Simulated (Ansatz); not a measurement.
Isolated molecules relaxed with PBE0-D4/def2-TZVP in Ansatz; ΔE leaves out vibrations. CCSD(T)/CBS adds triple-zeta CCSD(T) − MP2 to the extrapolated MP2 energy (def2 sets, frozen cores). This one scheme is used for every species. DFT in def2-TZVPP. B3LYP here is the variant with VWN-RPA as its local correlation; programs differ in this. HSE06 is defined as in plane-wave codes. One conformer a species, not always the lowest.

Reaction (ligand exchange at a B–C bond): `CBOCC` + H–F → `CCOBF` + CH₄

```
             level  ΔE (kJ/mol)
          B3LYP-D4       -152.3
          HSE06-D4       -143.2
              PBE0       -145.8
           r2SCAN0       -152.6
           LC-ωPBE       -147.7
      MP2/def2-SVP       -166.6
     HF/def2-TZVPP       -168.5
SCS-MP2/def2-TZVPP       -149.9
```

Question: What does CCSD(T)/CBS give? (Best estimate.)

Answer: Computed: -142.3 kJ/mol. The listed levels differ from it by -10.0, -0.9, -3.5, -10.3, -5.4, -24.3, -26.2, -7.6 kJ/mol.

Largest T1 diagnostic among the species: 0.012.

Leaving LDA and LC-ωPBE aside and taking each functional with its dispersion term where it has one, the values, not all of them listed here, spread over 18.0 kJ/mol, from BHLYP-D4 to revPBE-D4. At CCSD(T), def2-SVP lies −23.9 kJ/mol from the extrapolated value and def2-TZVPP −4.4 kJ/mol. In def2-TZVPP, CCSD(T) changes the Hartree–Fock value by +21.8 kJ/mol (the triples alone add +2.0 kJ/mol) and MP2 by +23.2 kJ/mol.
